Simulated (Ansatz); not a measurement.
Heat of formation of CHBrClF (bromochlorofluoromethane) from total energies

CHBrClF has 5 atoms, charge 0, and is taken as a singlet. As SMILES, `FC(Cl)Br`. The shape is that of a PBE0-D4/def2-TZVP optimisation.

Total energies at BHLYP/def2-SVPD (Ansatz 0.2.0); the atoms run unrestricted:

| species | state | energy (Eh) |
| --- | --- | --- |
| CHBrClF | singlet | -3172.271016 |
| F | doublet | -99.625998 |
| C | triplet | -37.802760 |
| Cl | doublet | -460.005840 |
| Br | doublet | -2573.797817 |
| H | doublet | -0.497840 |

Harmonic wavenumbers at PBE0-D4/def2-TZVP, in cm⁻¹: 224, 317, 432, 667, 790, 1122, 1223, 1328, 3161.

Measured heats of formation of the gaseous atoms at 298.15 K, in kJ/mol: F 79.4, C 716.9, Cl 121.3, Br 111.9, H 218.0. Spin-orbit lowering of the atoms at 298 K (mean of the ground term's levels less their thermal mean, from spectra), in kJ/mol: F 1.29, C 0.02, Cl 3.44, Br 14.69. Take 1 Eh = 2625.50 kJ/mol, 1 cm⁻¹ = 0.0119627 kJ/mol, RT = 2.479 kJ/mol.

Work out the heat of formation of the gas at 298 K.


1. Electronic atomisation energy: (-99.625998) + (-37.802760) + (-460.005840) + (-2573.797817) + (-0.497840) − (-3172.271016) = 0.540761 Eh = 1419.8 kJ/mol.
2. Zero-point energy: half the sum of the wavenumbers, 4632 cm⁻¹ = 55.4 kJ/mol.
3. Thermal vibrational enthalpy, Σ hcν̃/(exp(hcν̃/kT) − 1): 3.8 kJ/mol. Translation, rotation and pV of a non-linear molecule: 4 RT = 9.9 kJ/mol.
4. The 5 free atoms carry 5/2 RT each: 31.0 kJ/mol.
5. Spin-orbit coupling lowers the free atoms by 1.29 + 0.02 + 3.44 + 14.69 = 19.4 kJ/mol.
6. Atomisation enthalpy at 298 K: 1419.8 − 19.4 − 55.4 − 3.8 − 9.9 + 31.0 = 1362.3 kJ/mol.
7. Sum of the atoms' heats of formation: 1247.5 kJ/mol. Heat of formation: 1247.5 − 1362.3 = -114.8 kJ/mol.

The tabulated value is -231.8 kJ/mol (Active Thermochemical Tables), so this level is off by +117.0 kJ/mol, or 7.9 % of the atomisation enthalpy that the table implies (1479.2 kJ/mol). Hybrids with much exact exchange underbind. Relativity is left out. Anharmonicity and any spin-orbit splitting of the molecule are left out.
